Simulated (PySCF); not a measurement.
Species: C9H14Ge.
Numbering: `[CH3:1][Ge:2]([CH3:3])([CH3:4])[c:5]1[cH:6][cH:7][cH:8][cH:9][cH:10]1` (hydrogens: H11, H12, H13 on C1; H14, H15, H16 on C3; H17, H18, H19 on C4; H20 on C6; H21 on C7; H22 on C8; H23 on C9; H24 on C10)

A GFN2-xTB structure was refined with PySCF 2.14.0, PBE0-D3(BJ)/def2-SVP geometry optimisation, gas phase. Its GFN2-xTB values:

```json
{"coordinate": "C1–Ge2", "GFN2-xTB": "1.987 Å"}
{"coordinate": "C1–H11", "GFN2-xTB": "1.086 Å"}
{"coordinate": "Ge2–C4", "GFN2-xTB": "1.989 Å"}
{"coordinate": "Ge2–C5", "GFN2-xTB": "1.980 Å"}
{"coordinate": "C5–C6", "GFN2-xTB": "1.388 Å"}
{"coordinate": "C6–C7", "GFN2-xTB": "1.384 Å"}
{"coordinate": "C6–H20", "GFN2-xTB": "1.082 Å"}
{"coordinate": "C7–C8", "GFN2-xTB": "1.384 Å"}
{"coordinate": "C7–H21", "GFN2-xTB": "1.081 Å"}
{"coordinate": "C8–H22", "GFN2-xTB": "1.081 Å"}
{"coordinate": "C1–Ge2–C3", "GFN2-xTB": "109.6°"}
{"coordinate": "C1–Ge2–C5", "GFN2-xTB": "110.5°"}
{"coordinate": "Ge2–C5–C6", "GFN2-xTB": "121.8°"}
{"coordinate": "Ge2–C5–C10", "GFN2-xTB": "119.9°"}
{"coordinate": "C5–C6–C7", "GFN2-xTB": "121.0°"}
{"coordinate": "C6–C5–C10", "GFN2-xTB": "118.3°"}
{"coordinate": "C6–C7–C8", "GFN2-xTB": "120.0°"}
{"coordinate": "C7–C8–C9", "GFN2-xTB": "119.7°"}
{"coordinate": "C1–Ge2–C5–C6", "GFN2-xTB": "-6°"}
```

Task: How do these coordinates change at the PBE0-D3(BJ)/def2-SVP level?

Result: 
| coordinate | PBE0-D3(BJ)/def2-SVP (Å or °) | change |
| --- | --- | --- |
| Ge2–C4 | 1.956 | -0.033 |
| C1–Ge2 | 1.955 | -0.032 |
| Ge2–C5 | 1.957 | -0.023 |
| C1–H11 | 1.100 | +0.014 |
| C5–C6 | 1.401 | +0.013 |
| C8–H22 | 1.093 | +0.012 |
| C7–H21 | 1.093 | +0.012 |
| C6–H20 | 1.094 | +0.012 |
| C6–C7 | 1.395 | +0.011 |
| C7–C8 | 1.394 | +0.010 |
| C1–Ge2–C5 | 109.5 | -1.0 |
| C1–Ge2–C3 | 110.2 | +0.6 |
| C6–C5–C10 | 118.1 | -0.2 |
| Ge2–C5–C10 | 120.1 | +0.2 |
| C5–C6–C7 | 121.1 | +0.1 |
| Ge2–C5–C6 | 121.8 | 0.0 |
| C7–C8–C9 | 119.7 | 0.0 |
| C6–C7–C8 | 120.0 | 0.0 |
| C1–Ge2–C5–C6 | 1 | +7 |

The energy falls by 2.4 kcal/mol over 6 energy and gradient evaluations, the largest force component goes from 0.0191 to 1.6e-04 Eh/bohr, and the atoms move by 0.102 Å rms after alignment. Among the bonds, C1–Ge2, Ge2–C3 and Ge2–C4 change most and about equally (-0.033 to -0.032 Å). Bonds longer at the end by more than 0.005 Å: 20 of 24; shorter: 4. Rotational constants go from 1918, 616.1, 557.1 to 1936, 623.1, 561.3 MHz.

The run used 228 basis functions and 41 SCF cycles in all.

Stationary, but not proved a minimum.

Shape of the structure used: `[CH3:1][Ge:2]([CH3:3])([CH3:4])[c:5]1[cH:6][cH:7][cH:8][cH:9][cH:10]1`: C1–Ge2–C5–C6 1°.
